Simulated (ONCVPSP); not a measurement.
**Pseudopotential generation for molybdenum: ONCV, LDA (Perdew-Zunger), fully relativistic.**

```
Element                 : molybdenum
Generator               : ONCVPSP 4.0.1
Type                    : optimised norm-conserving Vanderbilt (ONCV)
Functional              : LDA (Perdew-Zunger)
Relativity              : fully relativistic
Frozen core             : [Ar] 3d10
Valence charge          : 14
Reference configuration : 4s2 4p6 4d4 5s2
Partial waves           : 4s+5s: rc 1.45 bohr, ncon 4, nbas 8, qcut 8.1 1/bohr, 2 projectors; 4p: rc 1.40 bohr, ncon 5, nbas 10, qcut 4.7 1/bohr, 3 projectors, debl 3.7 Ha; 4d: rc 2.10 bohr, ncon 4, nbas 8, qcut 7.3 1/bohr, 2 projectors, debl 3.1 Ha
Local potential         : polynomial inside 1.30 bohr (lpopt 2, dvloc0 6 Ha)
Core correction         : Teter function, fcfact 5, rcfact 1.3
```

Open shells are filled in proportion to 2j + 1.

* Cutoffs needed: 97 Ha and 166 Ha (the cutoffs (Ha) at which the residual kinetic energy of the hardest occupied pseudo-wave falls to 1 and 0.1 mHa per electron)
* Ghost test: no bound ghost flagged; GHOST(+) flags only above 600 eV
* Largest excitation error: +2.1 meV (all-electron minus pseudo) for 4s2 4p6 4d5 5s0, out of 4 test configurations
* rms error of d²Exc/dni dnj: 7.23 mHa without and 4.57 mHa with the model core
